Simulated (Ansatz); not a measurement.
`C[SiH2][Se][Se]C` and `C[SiH2][Se]C` differ in one atom or group.

Ansatz, PBE0-D4/def2-TZVP geometries, multiplicity 1. Each molecule was computed in one conformer, which needn't be the lowest.

Scalar relativity is left out up to krypton.

| property | `C[SiH2][Se][Se]C` |
| --- | --- |
| LUMO energy (PBE/def2-TZVPP) / eV | -2.23 |
| LUMO energy (B3LYP/def2-TZVPP) / eV | -1.59 |
| size of the dipole moment (PBE/def2-TZVPP) / D | 1.45 |
| HOMO–LUMO gap (ωB97M-V/def2-TZVPP) / eV | 9.12 |
| size of the dipole moment (ωB97M-V/def2-TZVPP) / D | 1.54 |
| HOMO–LUMO gap (B3LYP/def2-TZVPP) / eV | 4.64 |

Give the same properties after the change, and the shifts. (An estimate is asked.)

The calculation gave: 
```
                                          property  `C[SiH2][Se]C`  shift
                 LUMO energy (PBE/def2-TZVPP) / eV           -0.73   1.50
               LUMO energy (B3LYP/def2-TZVPP) / eV           -0.09   1.50
    size of the dipole moment (PBE/def2-TZVPP) / D            1.80   0.35
           HOMO–LUMO gap (ωB97M-V/def2-TZVPP) / eV           10.52   1.40
size of the dipole moment (ωB97M-V/def2-TZVPP) / D            1.82   0.28
             HOMO–LUMO gap (B3LYP/def2-TZVPP) / eV            6.14   1.50
```

The zero-point energy changes by -2.7 kJ/mol with -3 modes. Dipoles are sizes alone; their direction can turn.

B3LYP here is the variant with VWN-RPA as its local correlation; programs differ in this.

Spin–orbit coupling is left out; it splits and shifts lone-pair levels of the heavy atoms by tenths of an eV.
